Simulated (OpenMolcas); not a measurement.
## Mn2+: effect of the IPEA shift

- Program: OpenMolcas
- Basis: ANO-RCC-VTZP [6s5p3d2f1g]
- Scalar Hamiltonian: DKH2, point nucleus
- Active space: 5 electrons in 6 orbitals (3d 4s)
- State averaging: 2S+1 = 6 even, 6 roots; 2S+1 = 4 even, 59 roots; 2S+1 = 2 even, 81 roots (67 in the spin-orbit step)
- Spin-orbit coupling: state interaction with AMFI integrals over the reference wave functions, term energies averaged over their components

Methods on the same reference wave functions:
A. CASSCF
B. MS-CASPT2, IPEA 0 Eh, imaginary shift 0.1 Eh (closed shells correlated: 3s 3p)
C. MS-CASPT2, IPEA 0.25 Eh, imaginary shift 0.1 Eh (closed shells correlated: 3s 3p)

Energies in cm-1 above 3d5 6S 5/2, the measured ground level; measured values from Corliss and Sugar, J. Phys. Chem. Ref. Data 6, 1253 (1977).

```tsv
Level	A	B	C	Measured
3d5 6S 5/2	0.0	0.0	0.0	0.0
3d5 4G 5/2	27337	28050	27890	
3d5 4G 7/2	27355	28070	27910	26860
3d5 4G 11/2	27359	28070	27920	
3d5 4G 9/2	27366	28080	27920	
3d5 4P 5/2	32332	30410	30530	29168
3d5 4P 3/2	32381	30460	30580	
3d5 4P 1/2	32430	30510	30630	
3d5 4D 7/2	35487	33390	33380	32307
3d5 4D 1/2	35539	33440	33440	32369
3d5 4D 3/2	35573	33480	33480	
3d5 4D 5/2	35580	33490	33480	32384
3d5 2I 11/2	36687	39080	39280	39174
3d5 2I 13/2	36720	39130	39320	39176
3d5 2D 5/2(1) [73 %]	42473	41150	41650	41238
3d5 2D 3/2(1)	42891	41480	42000	41570
3d5 2F 7/2(1)	43816	42660	43120	42606
3d5 2F 5/2(1) [74 %]	44313	43150	43600	43105
3d5 2H 9/2	47084	46840	47300	
3d5 2H 11/2	47219	47040	47500	46671
3d5 2G 9/2(1)	48901	48110	48530	
3d5 2G 7/2(1)	48963	47910	48330	
3d5 4F 5/2	49891	45240	45390	43669
3d5 4F 7/2	49924	45200	45340
```

Deviations, from unrounded energies. A percentage is the sum of absolute deviations over the sum of measured energies, with the sign that they share, or ± where signs differ.

```tsv
Against measurement	Levels	A	B	C
mean absolute deviation (cm-1)	13	2300	620	790
other terms of the ground configuration (%)	13	±6.1	±1.6	+2.1
```

B lies closest to measurement on these levels and A furthest from it. The largest miss of B in the table is 3d5 4F 5/2, by +1600 cm-1. The ranking rests on the paired levels alone, and a cruder setting can come out closer through cancelling errors.

Between B and C the level of the table that moves most is 3d5 2D 3/2(1), by 510 cm-1 (lowest in B, highest in C). Moves below CASPT2's spread within the term are not significant.

The mean deviations of B to C differ by less than CASPT2's widest spread within a term (780 cm-1), so their order carries little weight.

From A to B the spin-free energies of the other terms of 3d5 shown, above 6S, scale by factors of 0.91 to 1.07.

The lowest spin-free term lies below A's lowest term by 0.462 hartree in B, 0.450 hartree in C.

CASPT2 breaks the degeneracy within a term, and the mean is taken; among the terms shown or strongly mixed into the levels shown the widest spread is 780 cm-1 (3d5 2I, C). Some high roots are left out of the spin-orbit mixing, which shifts the levels that they would mix with. Without dynamic correlation excited terms often stand tens of per cent too high (terms of higher spin than the ground term too low), and those without a measured partner can miss by more than the paired ones (holds for A). Measured partners are found by configuration, term and J. A level has none where our copy of the source lacks it or the pairing is in doubt (some pairs that miss far off the trend of their configuration count as doubtful), and it then counts in no deviation. Only configurations of the active space appear. Levels that lie high or do not pair safely by name in every column are left out.

A share in square brackets marks a mixed level and gives the weight of the term that names it, the lowest over the columns. A number in round brackets counts repeated terms of one configuration in the order of the reference energies.
